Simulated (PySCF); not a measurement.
# Titanium: a sound run and one with changed settings

Sound run: Ti [Ar] 3d2 4s2, Ti⁺ [Ar] 3d2 4s1. Calculation: PySCF 2.14, in pcseg-2; the non-relativistic Hamiltonian (point nucleus). In the sound run the correlated levels freeze [Ar]. The sound run starts from symmetry-adapted Hartree-Fock orbitals and uses a fine grid where one is needed.

Changed run: basis STO-3G. This setting is unsound on purpose.

```tsv
species	method	sound run (hartree)	changed run (hartree)	converged
Ti	UHF	-848.39669	-839.56346	yes
Ti	M06-2X	-849.34467	-840.44516	yes
Ti	MN15	-849.38420	-838.96893	yes
Ti	MP2	-848.43313	-839.59115	yes
Ti⁺	UHF	-848.19356	-839.44286	yes
Ti⁺	M06-2X	-849.08303	-840.23916	yes
Ti⁺	MN15	-849.12941	-838.78164	yes
Ti⁺	MP2	-848.20358	-839.44286	yes
```

Ionisation energy of Ti:

```csv
method,sound run (eV),changed run (eV)
UHF,5.527,3.282
M06-2X,7.120,5.605
MN15,6.933,5.096
MP2,6.246,4.035
SCS-MP2,6.401,4.186
```

A minimal basis cannot let orbitals breathe on ionisation and holds almost no correlation.

For comparison, NIST gives 6.828 eV between the lowest levels.
